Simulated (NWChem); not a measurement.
System: CaCl cation; SMILES [Ca+][Cl]

Input file for NWChem:

```
start job
memory heap 200 mb stack 700 mb global 900 mb
charge 1
geometry units angstroms noautoz
  Ca     0.000000     0.000000    -1.066999
  Cl     0.000000     0.000000     1.254497
end
basis spherical
  * library 6-31g*
end
dft
  xc hfexch
  iterations 150
  mulliken
end
task dft energy
```

Parts of the log:

```
             Northwest Computational Chemistry Package (NWChem) 7.3.0
             --------------------------------------------------------

 ORDER OF PRIMARY AXIS IS BEING SET TO 4
 C4V symmetry detected

                             Geometry "geometry" -> ""
                             -------------------------

 Output coordinates in angstroms (scale by  1.889725989 to convert to a.u.)

  No.       Tag          Charge          X              Y              Z
 ---- ---------------- ---------- -------------- -------------- --------------
    1 Ca                  20.0000     0.00000000     0.00000000    -1.06663330
    2 Cl                  17.0000     0.00000000     0.00000000     1.25486270

 Effective nuclear repulsion energy (a.u.)      77.5018628763

      Symmetry information
      --------------------

 Group name             C4v
 Group number             18
 Group order               8
 No. of unique centers     2

  xc_inp: hfexch multiplicative factor not found.

                                 NWChem DFT Module
                                 -----------------

 Summary of "ao basis" -> "ao basis" (spherical)
 ------------------------------------------------------------------------------
       Tag                 Description            Shells   Functions and Types
 ---------------- ------------------------------  ------  ---------------------
 Ca                          6-31g*                 10       22   5s4p1d
 Cl                          6-31g*                  8       18   4s3p1d

      Symmetry analysis of basis
      --------------------------

        a1         18
        a2          0
        b1          2
        b2          2
        e          18

            General Information
            -------------------
          SCF calculation type: DFT
          Wavefunction type:  closed shell.
          No. of atoms     :     2
          No. of electrons :    36
           Alpha electrons :    18
            Beta electrons :    18
          Charge           :     1
          Spin multiplicity:     1
          Use of symmetry is: on ; symmetry adaption is: on
          Maximum number of iterations: 150
          AO basis - number of functions:    40
                     number of shells:    18
          Convergence on energy requested:  1.00D-06
          Convergence on density requested:  1.00D-05
          Convergence on gradient requested:  5.00D-04

              XC Information
              --------------
                     Hartree-Fock (Exact) Exchange  1.000

      Superposition of Atomic Density Guess
      -------------------------------------

 Sum of atomic energies:       -1136.15850578

 Renormalizing density from      37.00 to     36

      Non-variational initial energy
      ------------------------------

 Total energy =   -1116.680915
 1-e energy   =   -1669.223403
 2-e energy   =     475.040626
 HOMO         =      -0.860818
 LUMO         =      -0.381100

      Symmetry analysis of molecular orbitals - initial
      -------------------------------------------------

 !! scf_movecs_sym_adapt:    4 vectors were symmetry contaminated

  Symmetry fudging

 !! scf_movecs_sym_adapt:    4 vectors were symmetry contaminated

  Numbering of irreducible representations:

     1 a1          2 a2          3 b1          4 b2          5 e

  Orbital symmetries:

     1 a1          2 a1          3 a1          4 a1          5 e
     6 e           7 a1          8 a1          9 e          10 e
    11 a1         12 a1         13 e          14 e          15 a1
    16 a1         17 e          18 e          19 a1         20 e
    21 e          22 a1         23 a1         24 e          25 e
    26 a1         27 e          28 e

     ---------------------------------------------
      Total Density - Mulliken Population Analysis
     ---------------------------------------------

    Atom       Charge   Shell Charges
 -----------   ------   -------------------------------------------------------
    1 Ca  20    18.29   2.00  2.00  6.00  2.01  5.95  0.10  0.12  0.00  0.01  0.10
    2 Cl  17    17.71   2.00  2.00  6.00  1.55  4.47  0.40  1.29  0.01

 !! scf_movecs_sym_adapt:    4 vectors were symmetry contaminated

  Symmetry fudging

 !! scf_movecs_sym_adapt:    4 vectors were symmetry contaminated

   convergence    iter        energy       DeltaE   RMS-Dens  Diis-err
 ---------------- ----- ----------------- --------- --------- ---------
 d= 0,ls=0.0,diis     1  -1135.8889795946 -1.21D+03  3.55D-02  9.80D-01

 !! scf_movecs_sym_adapt:    4 vectors were symmetry contaminated

  Symmetry fudging

 !! scf_movecs_sym_adapt:    2 vectors were symmetry contaminated

 d= 0,ls=0.0,diis     2  -1136.0242318816 -1.35D-01  9.66D-03  1.28D-01

 !! scf_movecs_sym_adapt:    4 vectors were symmetry contaminated

  Symmetry fudging
 d= 0,ls=0.0,diis     3  -1136.0437142773 -1.95D-02  8.93D-04  6.73D-04

 !! scf_movecs_sym_adapt:    4 vectors were symmetry contaminated

  Symmetry fudging

 !! scf_movecs_sym_adapt:    2 vectors were symmetry contaminated

 d= 0,ls=0.0,diis     4  -1136.0439449850 -2.31D-04  4.52D-04  4.19D-05

 !! scf_movecs_sym_adapt:    4 vectors were symmetry contaminated

  Symmetry fudging
 d= 0,ls=0.0,diis     5  -1136.0439755007 -3.05D-05  1.54D-04  4.00D-06

 !! scf_movecs_sym_adapt:    2 vectors were symmetry contaminated

  Symmetry fudging
  Resetting Diis
 d= 0,ls=0.0,diis     6  -1136.0439785028 -3.00D-06  4.18D-05  2.43D-07

 !! scf_movecs_sym_adapt:    2 vectors were symmetry contaminated

  Symmetry fudging

 !! scf_movecs_sym_adapt:    2 vectors were symmetry contaminated

 d= 0,ls=0.0,diis     7  -1136.0439786563 -1.54D-07  2.84D-06  5.92D-09

         Total DFT energy =    -1136.043978656308
      One electron energy =    -1710.143865681166
           Coulomb energy =      559.402868618182
    Exchange-Corr. energy =      -62.804844469632
 Nuclear repulsion energy =       77.501862876308

 Numeric. integr. density =        0.000000000000

                  Occupations of the irreducible representations
                  ----------------------------------------------

                     irrep           alpha         beta
                     --------     --------     --------
                     a1               10.0         10.0
                     a2                0.0          0.0
                     b1                0.0          0.0
                     b2                0.0          0.0
                     e                 8.0          8.0

                       DFT Final Molecular Orbital Analysis
                       ------------------------------------

 Vector   16  Occ=2.000000D+00  E=-5.923518D-01  Symmetry=a1
              MO Center=  4.1D-17,  5.4D-17,  1.2D+00, r^2= 1.4D+00
   Bfn.  Coefficient  Atom+Function         Bfn.  Coefficient  Atom+Function
  ----- ------------  ---------------      ----- ------------  ---------------
    31      0.683773  2 Cl pz                35      0.331859  2 Cl pz
    27     -0.267637  2 Cl pz                10     -0.233723  1 Ca s
     6     -0.141213  1 Ca s                 13     -0.119173  1 Ca pz
    20     -0.117606  1 Ca d  0               9      0.116882  1 Ca pz
    32      0.114476  2 Cl s                 28      0.109990  2 Cl s

 Vector   17  Occ=2.000000D+00  E=-5.705660D-01  Symmetry=e
              MO Center=  2.0D-16,  3.8D-17,  1.2D+00, r^2= 1.4D+00
   Bfn.  Coefficient  Atom+Function         Bfn.  Coefficient  Atom+Function
  ----- ------------  ---------------      ----- ------------  ---------------
    29      0.676394  2 Cl px                33      0.404956  2 Cl px
    25     -0.264836  2 Cl px                21     -0.094378  1 Ca d  1
    11      0.080761  1 Ca px                30     -0.070684  2 Cl py
    34     -0.042319  2 Cl py                 7     -0.034560  1 Ca px
    39      0.029300  2 Cl d  1              26      0.027676  2 Cl py

 Vector   18  Occ=2.000000D+00  E=-5.705660D-01  Symmetry=e
              MO Center= -1.2D-16, -1.2D-15,  1.2D+00, r^2= 1.4D+00
   Bfn.  Coefficient  Atom+Function         Bfn.  Coefficient  Atom+Function
  ----- ------------  ---------------      ----- ------------  ---------------
    30      0.676394  2 Cl py                34      0.404956  2 Cl py
    26     -0.264836  2 Cl py                19      0.094378  1 Ca d -1
    12      0.080761  1 Ca py                29      0.070684  2 Cl px
    33      0.042319  2 Cl px                 8     -0.034560  1 Ca py
    37     -0.029300  2 Cl d -1              25     -0.027676  2 Cl px

 Vector   19  Occ=0.000000D+00  E=-2.118149D-01  Symmetry=a1
              MO Center= -2.6D-15, -3.1D-15, -2.1D+00, r^2= 5.2D+00
   Bfn.  Coefficient  Atom+Function         Bfn.  Coefficient  Atom+Function
  ----- ------------  ---------------      ----- ------------  ---------------
    10      0.517624  1 Ca s                 14      0.476863  1 Ca s
    13     -0.271467  1 Ca pz                 6      0.246937  1 Ca s
    17     -0.166839  1 Ca pz                31      0.114976  2 Cl pz
    35      0.113304  2 Cl pz                 2     -0.085380  1 Ca s
    32     -0.064928  2 Cl s                  5     -0.049534  1 Ca pz

 Vector   20  Occ=0.000000D+00  E=-1.225496D-01  Symmetry=e
              MO Center= -9.5D-16,  2.4D-15, -1.3D+00, r^2= 1.0D+01
   Bfn.  Coefficient  Atom+Function         Bfn.  Coefficient  Atom+Function
  ----- ------------  ---------------      ----- ------------  ---------------
    15      0.689164  1 Ca px                11      0.378492  1 Ca px
    33     -0.174728  2 Cl px                16      0.160692  1 Ca py
    21      0.112120  1 Ca d  1              12      0.088253  1 Ca py
    29     -0.081402  2 Cl px                 3      0.060114  1 Ca px
    34     -0.040741  2 Cl py                 7     -0.039117  1 Ca px

[...]
```

Level: Hartree-Fock/6-31G* (spherical d). All runs use the structure optimised with PBE0/def2-SVP.
